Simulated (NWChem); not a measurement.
System: C$_{4}$H$_{3}$Br; SMILES C#CC(=C)Br

Input file for NWChem:

```
start job
memory heap 200 mb stack 900 mb global 1100 mb
geometry units angstroms noautoz
  C      1.126378     2.605007    -0.000967
  C      0.335135     1.685341    -0.000392
  C     -0.577804     0.597430     0.000032
  C     -1.911675     0.712433     0.000054
  Br     0.237930    -1.120175     0.000253
  H      1.824823     3.421745    -0.001598
  H     -2.366490     1.705702     0.000096
  H     -2.559420    -0.165559     0.000032
end
basis spherical
  C library cc-pvdz
  Br library cc-pvdz
  H library cc-pvdz
end
dft
  xc xpbe96 cpbe96
  iterations 150
  mulliken
end
task dft energy
```

Structure relaxed at the PBE0/def2-SVP level.

What results follow from this input? (PBE/cc-pVDZ.) Quantities: basis functions; energy (Ha); highest occupied level (eV); orbital gap (eV); dipole (D).


```
Quantity                       Result
---------------------------  --------
number of basis functions          98
energy (Ha)                  -2727.68
highest occupied level (eV)     -6.04
orbital gap (eV)                 3.96
dipole (D)                       1.21
```
